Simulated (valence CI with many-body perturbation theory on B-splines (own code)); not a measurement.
Basis-set convergence for Eu⁴⁰⁺

Calculated by configuration interaction combined with many-body perturbation theory (CI+MBPT): five valence electrons over a frozen Dirac-Fock core [Ar], radial functions for each j: 7 s, 7 p, 8 d, 6 f, 4 g, 1 h, with the one-electron correlation potential Σ1 (screened to all orders), the two-electron term Σ2, the three-electron term Σ3, Breit, model QED; selected single and double excitations, second order for the rest, scaled by the run's own slope (own B-spline code, finite nucleus).

The last digits are not significant, and no measured levels were compared; by estimate large intervals hold to a few tenths of a per cent, small ones and those within an open d or f shell to about a per cent. Among the levels kept, up to 540 cm⁻¹ of a level comes from second order outside the variational space, and about a tenth of that is noise between levels of different J, which matters for small intervals. Only levels of the ground parity were solved; by the run's estimate the other parity begins above the list, which can be wrong where configurations are misplaced.

The reference run has the lowest level (3d3/2^4 3d5/2) J=5/2 and an ionisation energy of 3022.06 eV. Its largest variational space holds 19995 state functions.

Levels are named by their leading jj configuration (3d3/2^4 stands for four electrons in 3d with j = 3/2), which in mixed levels can hold well under half, so a name can repeat and another be missing. Letters in brackets count levels of one name in rising energy.

Changed runs:
A. basis 6 s, 6 p, 5 d, 5 f, 1 g
B. basis 5 s, 5 p, 4 d, 4 f

Excitation energies of the reference run in cm⁻¹, and shifts in cm⁻¹:

```tsv
Level	Reference	A	B
(3d3/2^3 3d5/2^2) J=5/2 [a]	186452	-173	-278
(3d3/2^3 3d5/2^2) J=7/2 [a]	266903	+25	+484
(3d3/2^3 3d5/2^2) J=3/2 [a]	275532	+6.9	+391
(3d3/2^3 3d5/2^2) J=11/2	277693	+63	+491
(3d3/2^3 3d5/2^2) J=9/2	307539	+64	+753
(3d3/2^3 3d5/2^2) J=5/2 [b]	324555	+51	+833
(3d3/2^3 3d5/2^2) J=1/2	337579	+32	+679
(3d3/2^3 3d5/2^2) J=7/2 [b]	361226	+175	+1190
(3d3/2^3 3d5/2^2) J=3/2 [b]	445137	+229	+1220
(3d3/2^2 3d5/2^3) J=5/2 [a]	450405	-86	+93
(3d3/2^2 3d5/2^3) J=7/2 [a]	498102	-94	+401
(3d3/2^2 3d5/2^3) J=11/2	504381	-29	+385
Ionisation energy (eV)	3022.06	-0.11	-0.19
```
